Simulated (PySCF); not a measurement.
The dipole of `C(=C=O)([C@@H](OC)[SiH3])C=O` from its density and from atomic charges.

Coordinates (GFN2-xTB, Å) and charges (e) from the PBE0/pcSseg-1 density (PySCF):

```csv
atom,x,y,z,Mulliken,IAO,Hirshfeld,ESP-fitted
C1,-1.593,1.066,-1.154,-0.0169,-0.2064,-0.0409,-0.1596
O2,-1.112,-0.183,-0.716,-0.4996,-0.3820,-0.1261,-0.2073
C3,-0.360,-0.147,0.470,-0.1076,-0.1532,-0.0324,-0.2417
Si4,-0.252,-1.985,1.025,+0.5769,+0.6198,+0.3127,+0.3134
C5,1.016,0.483,0.248,-0.6005,-0.2906,-0.0835,-0.3912
C6,1.407,1.454,1.031,+0.5385,+0.4935,+0.2347,+0.5775
O7,1.720,2.296,1.760,-0.2343,-0.2459,-0.1154,-0.2884
C8,1.798,0.005,-0.882,+0.3943,+0.2518,+0.1052,+0.5037
O9,2.886,0.389,-1.229,-0.3640,-0.4181,-0.2529,-0.4780
H10,-2.219,1.536,-0.386,+0.0945,+0.1252,+0.0400,+0.0906
H11,-0.768,1.743,-1.403,+0.1096,+0.1315,+0.0337,+0.0958
H12,-2.188,0.875,-2.045,+0.1300,+0.1647,+0.0560,+0.1264
H13,-0.885,0.454,1.229,+0.1230,+0.1279,+0.0366,+0.2062
H14,-1.624,-2.420,1.274,-0.0756,-0.1082,-0.0701,-0.0579
H15,0.554,-2.009,2.246,-0.0786,-0.1183,-0.0745,-0.0724
H16,0.363,-2.767,-0.041,-0.0713,-0.1054,-0.0644,-0.0432
H17,1.251,-0.778,-1.438,+0.0818,+0.1136,+0.0411,+0.0259
```

Question: Compute μ = Σ q r for each scheme (1 e·Å = 4.803 D) and compare with the dipole of the full density.

Answer: The full density gives (-3.45, -0.07, 1.12) D, 3.63 D in size; dipole vectors point from the negative to the positive end.

```tsv
scheme	μx	μy	μz	size (D)	share of the full size (%)	angle to the full dipole (°)
Mulliken	-3.14	-1.25	1.53	3.71	102	20
IAO	-3.67	-0.87	1.90	4.22	116	14
Hirshfeld	-2.52	-0.23	1.12	2.77	76	7
ESP-fitted	-3.48	-0.09	1.09	3.65	101	1
```

Question: Which set comes closest?

Answer: Length of the difference vector: ESP-fitted 0.05 D, Hirshfeld 0.94 D, IAO 1.13 D, Mulliken 1.29 D. Closest: ESP-fitted. ESP charges are fitted to the potential around the molecule, whose slowest-falling term is the dipole's. The schemes that divide the density aren't constrained to reproduce the dipole.

Question: What is left for the Hirshfeld atoms' own dipoles?

Answer: The Hirshfeld atoms' densities add up to the full density, so μ = Σ q r + Σ (atomic dipoles). The atomic dipoles sum to (-3.45, -0.07, 1.12) − (-2.52, -0.23, 1.12) = (-0.93, 0.16, 0.00) D, 0.94 D in size.

Question: With the origin at the mean of the coordinates, (0.000, 0.001, -0.001) Å, which are the largest single terms, by size, of the Mulliken dipole along the direction of the full one?

Answer: O9 +5.47, C8 -3.75, C6 -2.71, C5 +2.59, O2 -2.01 D; all 17 atoms together +3.48 D. The single terms depend on the origin, their sum doesn't.

Question: Give the size of the full dipole in other units.

Answer: 3.63 D = 1.428 au = 0.756 e·Å = 12.11 × 10⁻³⁰ C·m.

Isolated species at its GFN2-xTB geometry (one conformer only).

The run behind these numbers computed NMR shieldings as well. On Intel Xeon Platinum 8259CL at 2.50 GHz, one thread, on a shared host, this took 51 s and 0.89 GiB of memory at its peak.

The values belong to the conformer `[CH3:1][O:2][C@@H:3]([SiH3:4])[C:5](=[C:6]=[O:7])[CH:8]=[O:9]`: C1–O2–C3–Si4 166°, O2–C3–C5–C6 128°, C3–C5–C8–O9 179°.
